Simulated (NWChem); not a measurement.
Molecule: CH5NOSi, singlet; SMILES CO[Si]N

```xyz
9

Si     0.7063    -0.8207     0.0000
O      0.6274     0.8534     0.0000
C     -0.4656     1.7222     0.0000
H     -1.1031     1.5885     0.8940
H     -0.1036     2.7622     0.0000
H     -1.1031     1.5885    -0.8940
N     -0.9686    -1.2495     0.0000
H     -1.7797    -0.6372     0.0000
H     -1.2439    -2.2265     0.0000
```
Atoms are numbered in this order, from 1.

Program: NWChem. Pople sets run with spherical d functions. Low-valent species are run as closed-shell singlets; no triplet was tried in these runs. All runs use the structure optimised with PBE0/def2-SVP. Total energies compare along this basis series because the functional is fixed.

```json
[
 {"level": "PBE/STO-3G", "basis functions": "29", "energy (Ha)": "-454.6097", "highest occupied level (eV)": "-2.20", "orbital gap (eV)": "5.19", "dipole (D)": "2.06"},
 {"level": "PBE/3-21G", "basis functions": "50", "energy (Ha)": "-457.7843", "highest occupied level (eV)": "-5.30", "orbital gap (eV)": "4.23", "dipole (D)": "3.78"},
 {"level": "PBE/6-31G*", "basis functions": "70", "energy (Ha)": "-460.2305", "highest occupied level (eV)": "-5.52", "orbital gap (eV)": "4.26", "dipole (D)": "3.22"},
 {"level": "PBE/6-31+G*", "basis functions": "86", "energy (Ha)": "-460.2451", "highest occupied level (eV)": "-5.79", "orbital gap (eV)": "4.17", "dipole (D)": "2.97"},
 {"level": "PBE/6-311G**", "basis functions": "110", "energy (Ha)": "-460.3166", "highest occupied level (eV)": "-5.64", "orbital gap (eV)": "4.22", "dipole (D)": "3.05"},
 {"level": "PBE/6-311++G**", "basis functions": "131", "energy (Ha)": "-460.3253", "highest occupied level (eV)": "-5.82", "orbital gap (eV)": "4.15", "dipole (D)": "2.89"}
]
```
